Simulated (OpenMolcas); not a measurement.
Ti2+ among 6 point charges of -0.8 e arranged as an octahedron (Oh), 1.91 Å from the ion.
```
   1.9100    0.0000    0.0000  -0.80
   0.0000    1.9100    0.0000  -0.80
  -1.9100    0.0000    0.0000  -0.80
   0.0000   -1.9100    0.0000  -0.80
   0.0000    0.0000    1.9100  -0.80
   0.0000    0.0000   -1.9100  -0.80
```

```
Program             : OpenMolcas
Method              : CASSCF
Basis               : ANO-RCC-VTZP [6s5p3d2f1g]
Scalar Hamiltonian  : DKH2, point nucleus
Active space        : 2 electrons in 5 orbitals (3d)
State averaging     : 2S+1 = 3 even, 10 roots; 2S+1 = 1 even, 15 roots
Spin-orbit coupling : RASSI with atomic mean-field integrals over the reference wave functions
```

Q: What is the spin-free ground state (labels of O, the rotations of Oh)?

A: 3T1, 3-fold in its orbital part, 98 % from free-ion F terms; it has the highest spin that d2 allows.

Q: Where is the first state of the same spin?

A: 3T2 at 4800 cm-1 above the ground state.

Q: What are the lowest two levels with spin-orbit coupling?

A: A 2-fold level E, then a 3-fold level T2 6.1 cm-1 above it. Their leading multiplicities are 3 (100 %) and 3 (100 %).

Q: What is χT at 300 K, and how does it compare with the textbook value?

A: The lowest level has 2S+1 = 3, for which the spin-only value is χT = S(S+1) / 2 = 1.000 cm3 K/mol (g = 2). The computed 1.154 at 300 K differs by +0.154, through orbital momentum, spin-orbit coupling and any other state in reach. With a threefold ground state the orbital momentum is unquenched, so the spin-only value is not expected to hold.

Q: Which ligand-field parameters describe the states?

A: A least-squares ligand-field fit to the states below 45000 cm-1, each weighted by its degeneracy and with a free common offset, gives 10Dq = 6066 cm-1, B = 858 cm-1 and C = 3136 cm-1 (C/B = 3.65), with an rms deviation of 197 cm-1. 

An orbital triplet at a regular site is open to Jahn-Teller coupling, which can distort the site and quench the lowest spin-orbit gaps and is left out. Without dynamic correlation the repulsion within the d shell is too large (B by tens of per cent), so at a given field states of lower spin stand too high. Point charges carry no covalency, so the field is a model and not that of real ligands. No measured value stands beside these numbers.
